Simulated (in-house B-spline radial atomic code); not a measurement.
Solving the quasi-particle equation for 3d up of Co⁴⁺

Configuration [Ar] 3d5, highest spin, start HSE06. Computed with a B-spline radial code for spherical atoms: all electrons, scalar-relativistic (spin-free one-electron X2C), finite nucleus, each spin shell either full or empty, empty states to l = 9 with an (l + 1/2)⁻⁴ tail; G0W0 by contour deformation at full frequency.

At the mean-field level ε = -71.216 eV the matrix elements are Σx = -52.065 eV, v_xc = -42.14 eV and Σc(ε) = 0.966 eV, and the slope of the correlation self-energy is dΣc/dω = -0.0438. The quasi-particle energy solves E = ε + Σx − v_xc + Σc(E).

(1) What does the linearised equation give?

(2) How does that compare with the full solution and with static screening?

Results:

(1) Z = 1/(1 − dΣc/dω) = 1/1.0438 = 0.9580. The first-order shift is Σx − v_xc + Σc(ε) = -52.065 − (-42.14) + (0.966) = -8.959 eV, so E ≈ ε + Z × shift = -71.216 + 0.9580 × (-8.959) = -79.799 eV.

(2) Solving the equation at full frequency dependence gives E = -79.767 eV, where Σc = 1.374 eV and the weight is 0.951; the linearised value is off by 32 meV. Leaving Z out would give -80.175 eV. Static COHSEX puts -2.560 eV in place of Σc and gives -83.701 eV, 3.93 eV deeper.
